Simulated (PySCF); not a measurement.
H8NSi2, SMILES [SiH3][NH2+][SiH3], charge +1.

Geometry: PBE0-D3(BJ)/def2-SVP. The isomer is the one that the SMILES or the coordinates give; other isomers of the formula were not compared.

Level of theory: TDA-LC-ωPBE/def2-SVPD in PySCF.

Vertical excitations. The molecule is in vacuum. State labels are in the subgroup C2.

Computed excitation energies, oscillator strengths and character:
```csv
state,symmetry,energy (eV),λ (nm),f,main pairs
S1,B,8.54,145,0.000,"HOMO→LUMO 76 %, HOMO−2→LUMO+3 16 %"
S2,A,8.62,144,0.000,"HOMO−1→LUMO 75 %, HOMO−3→LUMO+3 15 %"
S3,A,8.77,141,0.007,"HOMO−2→LUMO 70 %, HOMO→LUMO+3 21 %"
S4,B,8.88,140,0.015,"HOMO−3→LUMO 70 %, HOMO−1→LUMO+3 19 %"
S5,A,9.80,127,0.000,"HOMO−1→LUMO+1 53 %, HOMO→LUMO+4 17 %, HOMO−2→LUMO+5 17 %"
S6,B,9.93,125,0.002,"HOMO−3→LUMO+1 45 %, HOMO→LUMO+5 24 %, HOMO−2→LUMO+4 16 %, HOMO−1→LUMO+9 7 %"
S7,B,10.41,119,0.121,"HOMO−4→LUMO 61 %, HOMO−2→LUMO+3 10 %"
S8,B,10.67,116,0.274,HOMO→LUMO+1 82 %
S9,A,10.80,115,0.118,"HOMO−2→LUMO+1 47 %, HOMO−2→LUMO+2 16 %, HOMO→LUMO+3 13 %"
S10,A,10.82,115,0.001,"HOMO−1→LUMO+2 36 %, HOMO−1→LUMO+1 13 %, HOMO−3→LUMO+3 12 %, HOMO→LUMO+4 9 %"
T1,B,7.82,158,0,"HOMO→LUMO 67 %, HOMO−2→LUMO+3 19 %"
T2,A,7.90,157,0,"HOMO−1→LUMO 66 %, HOMO−3→LUMO+3 21 %"
T3,A,7.94,156,0,"HOMO−2→LUMO 61 %, HOMO→LUMO+3 24 %"
T4,B,8.01,155,0,"HOMO−3→LUMO 61 %, HOMO−1→LUMO+3 26 %"
```
Triplets are in the Tamm–Dancoff approximation.
